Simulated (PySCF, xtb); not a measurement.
F3Fe, SMILES [F][Fe+]([F])[F] (connectivity only; charge and spin as stated), charge +1, multiplicity 5.

Harmonic wavenumbers (cm⁻¹) from GFN2-xTB run with xtb at its own minimum, in rising order: 95, 203, 270, 530, 578, 735.

**Question.** What does PBE-D3(BJ)/def2-SVP in PySCF 2.14.0 give at its own minimum? (The exact figures need the calculation; the answer reports its results.)

**Answer.** 125, 191, 212, 657, 758, 813. Paired by order, the mean absolute difference is 81 cm⁻¹ and the zero-point energies are 3.4 and 3.9 kcal/mol.
